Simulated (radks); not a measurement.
Values are calculated unless marked as measured or tabulated.
Species: Sb I. Configuration: [Kr] 4d10 5s2 5p3 (the NIST ground configuration). Level of theory: scalar-relativistic Kohn-Sham, PBE, spin-polarised, spherical densities, point nucleus; open shells are filled with parallel spins first (spin-orbit coupling, left out, can overturn this in heavy ions) (a radial shooting solver on a logarithmic mesh with Libxc functionals).

Radial electron density D(r) = 4 pi r^2 rho(r):

| r (bohr) | D(r) (e/bohr) | spin D(r) |
|---|---|---|
| 0.0009835 | 1.641 | -0.0000194 |
| 0.001322 | 2.746 | -0.0000322 |
| 0.001764 | 4.479 | -0.0000516 |
| 0.002371 | 7.290 | -0.0000813 |
| 0.003188 | 11.61 | -0.000122 |
| 0.004252 | 17.78 | -0.000167 |
| 0.005717 | 26.51 | -0.000190 |
| 0.007625 | 37.26 | -0.000110 |
| 0.01025 | 49.47 | 0.000292 |
| 0.01378 | 60.19 | 0.00152 |
| 0.01838 | 65.69 | 0.00442 |
| 0.02471 | 64.11 | 0.0107 |
| 0.03323 | 58.51 | 0.0214 |
| 0.04432 | 58.31 | 0.0348 |
| 0.05958 | 69.99 | 0.0428 |
| 0.08011 | 83.61 | 0.0304 |
| 0.1068 | 79.75 | 0.000240 |
| 0.1436 | 62.64 | -0.00493 |
| 0.1916 | 61.31 | 0.0495 |
| 0.2576 | 70.22 | 0.0792 |
| 0.3463 | 52.75 | 0.0107 |
| 0.4619 | 26.13 | 0.0450 |
| 0.621 | 22.95 | 0.194 |
| 0.8349 | 24.16 | 0.0696 |
| 1.114 | 14.52 | -0.0169 |
| 1.497 | 6.140 | 0.510 |
| 2.013 | 3.277 | 1.19 |
| 2.685 | 2.009 | 1.22 |
| 3.61 | 0.8608 | 0.662 |
| 4.814 | 0.2288 | 0.202 |
| 6.473 | 0.03335 | 0.0319 |
| 8.703 | 0.002221 | 0.00220 |

D(r) has 4 maxima, at r = 0.0199, 0.0882, 0.256, 0.752 bohr, and minima at 0.0390, 0.169, 0.546 bohr, inside which lie 1.99, 11.20, 28.93 electrons.
